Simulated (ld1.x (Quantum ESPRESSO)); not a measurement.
**Varying the ultrasoft potential for gold (Au)**

Base potential:

ld1.x (Quantum ESPRESSO) 7.5 input, shortened:

```
&input
   title='Au', zed=79., rel=2, dft='PBESOL', iswitch=3,
   config='[Xe] 4f14 5d10 6s1 6p0', rel_dist='average'
 /
 &inputp
   pseudotype=3, tm=.true., lloc=-2, rcloc=1.70,
   nlcc=.true., new_core_ps=.true., rcore=1.05,
   which_augfun='PSQ', rmatch_augfun_nc=.true.
 /
6
5S  1  0   2.00   0.00  1.40  1.85  0.0
6S  2  0   1.00   0.00  1.40  1.85  0.0
5P  2  1   6.00   0.00  1.40  1.50  0.0
6P  3  1   0.00   0.00  1.40  1.50  0.0
5D  3  2  10.00   0.00  1.60  1.90  0.0
5D  3  2   0.00   0.05  1.60  1.90  0.0
 &test
   configts(1)='5s2 5p6 5d10 6s1 6p0'
 /
```

Open shells are filled in proportion to 2j + 1 (rel_dist='average').

All-electron outer shells of the reference configuration (PBEsol, scalar-relativistic, ld1.x):

```csv
shell,level (eV),outermost node (bohr),outermost maximum (bohr)
4d,-325.75,0.20,0.41
5s,-108.44,0.48,0.84
4f,-81.19,–,0.37
5p,-59.80,0.52,0.96
5d,-6.90,0.56,1.21
6s,-5.80,1.11,2.32
6p,-0.70,1.32,3.55
```

Cutoffs, loose and tight: the cutoffs (Ry, on a coarse ladder) from which the occupation-weighted sum of valence levels, in a spherical-Bessel basis at the reference potential, stays within 10 and 1 mRy of its value at 400 Ry. They do not see the model core or the augmentation charge, which bear on the density cutoff. Test errors are all-electron minus pseudo excitation energies from the reference, over the configurations 5s2 5p6 5d10 6s0 6p0; 5s2 5p6 5d9 6s0 6p0; 5s2 5p6 5d8 6s0 6p0; 5s2 5p6 5d9 6s2 6p0; 5s1 5p6 5d10 6s1 6p0; 5s2 5p6 5d10 6s0.5 6p0; 5s2 5p6 5d7 6s0 6p0. A dash means not determined; rows that change the core or the reference have their own tests.

Cutoffs are not given where the Bessel-basis levels miss the radial ones by over 6 mRy, ghosts where they miss by over 20 mRy; a channel whose overlap is not positive is not tested.

| change | outcome | cutoff, loose | cutoff, tight | bound ghosts | largest test error (meV) |
| --- | --- | --- | --- | --- | --- |
| base | generated | – | – | none | test run stopped at test 1 of 7 (negative rho) |
| waves 5s (bound): rcut 1.40, rcutus 1.58 bohr; 6s (bound): rcut 1.40, rcutus 1.58 bohr | generated | 45 Ry | 80 Ry | none | test run stopped at test 1 of 7 (negative rho) |
| reference 5s2 5p6 5d9 6s0 6p0 | generated | – | – | none | -66 over the solved tests; test run stopped at test 3 of 7 (negative rho) |
| waves 5p (bound): rcut 1.40, rcutus 1.58 bohr; 6p (bound): rcut 1.40, rcutus 1.58 bohr | generated | – | – | none | test run stopped at test 1 of 7 (negative rho) |
| scalar-relativistic | generated | 45 Ry | 80 Ry | none | test run stopped at test 2 of 7 (negative rho), 1 before it not solved |
| functional PBE | failed: find_q: problem finding q | – | – | – | – |
| augmentation built from norm-conserving waves at rcut, not smoothed further | generated, misses its reference levels by 1.94 eV | – | – | not determined | -3593 |
| core correction Bessel-smoothed model core inside 1.06 bohr | generated | – | – | none | test run stopped at test 1 of 7 (negative rho) |
